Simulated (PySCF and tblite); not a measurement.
5 regioisomers of C5H5N3Si:

| isomer | SMILES |
| --- | --- |
| A | [N:1]#[C:2][c:3]1[n:4][cH:5][cH:6][c:7]([SiH3:8])[n:9]1 |
| B | [N:1]#[C:2][c:3]1[cH:4][cH:5][n:6][c:7]([SiH3:8])[n:9]1 |
| C | [N:1]#[C:2][c:3]1[cH:4][n:5][c:6]([SiH3:7])[n:8][cH:9]1 |
| D | [N:1]#[C:2][c:3]1[cH:4][n:5][cH:6][n:7][c:8]1[SiH3:9] |
| E | [N:1]#[C:2][c:3]1[n:4][cH:5][c:6]([SiH3:7])[cH:8][n:9]1 |

Each isomer is a Boltzmann average at 298.15 K over at most 4 conformers: GFN2-xTB geometries, energies PBE0/pcSseg-1 (D3(BJ) added where defined), GIAO shieldings PBE0/pcSseg-1, GFN2-xTB thermal terms. Programs: PySCF with density fitting and tblite.

Q: What shifts does each isomer give (ppm)?

A: 
A: ¹H (against TMS): 9.03 (H5, 1H), 7.66 (H6, 1H). ¹³C (against TMS): 179.3 (C7), 160.9 (C5), 150.5 (C3), 134.8 (C6), 121.6 (C2). ²⁹Si (against TMS): -68.0 (Si8). ¹⁵N (against NH3): 366.5 (N9), 342.3 (N4), 310.2 (N1).

B: ¹H (against TMS): 9.23 (H5, 1H), 7.58 (H4, 1H). ¹³C (against TMS): 184.0 (C7), 162.1 (C5), 146.0 (C3), 130.9 (C4), 121.9 (C2). ²⁹Si (against TMS): -69.5 (Si8). ¹⁵N (against NH3): 365.8 (N6), 357.6 (N9), 323.1 (N1).

C: ¹H (against TMS): 9.16 (H4/H9, 2H). ¹³C (against TMS): 185.5 (C6), 164.8 (C4/C9), 120.8 (C2), 112.6 (C3). ²⁹Si (against TMS): -69.3 (Si7). ¹⁵N (against NH3): 353.1 (N5/N8), 335.5 (N1).

D: ¹H (against TMS): 9.68 (H6, 1H), 9.14 (H4, 1H). ¹³C (against TMS): 185.0 (C8), 166.3 (C4), 163.5 (C6), 121.7 (C3), 121.6 (C2). ²⁹Si (against TMS): -67.6 (Si9). ¹⁵N (against NH3): 353.7 (N7), 339.3 (N1), 329.5 (N5).

E: ¹H (against TMS): 9.20 (H5/H8, 2H). ¹³C (against TMS): 169.4 (C5/C8), 151.4 (C3), 132.1 (C6), 121.4 (C2). ²⁹Si (against TMS): -73.5 (Si7). ¹⁵N (against NH3): 342.8 (N4/N9), 312.7 (N1). H not on carbon is left out.

Unscaled ²⁹Si and ¹⁵N shifts at such levels can be off by tens of ppm; differences between conformers or isomers are more reliable. Shifts are unscaled: against experiment ¹³C can be off by 15 ppm or more and ¹H by 0.8 ppm. At least one structure keeps an imaginary mode at the tight-binding level.


¹⁵N shifts are against a computed isolated NH3 molecule, about 20 ppm from the liquid.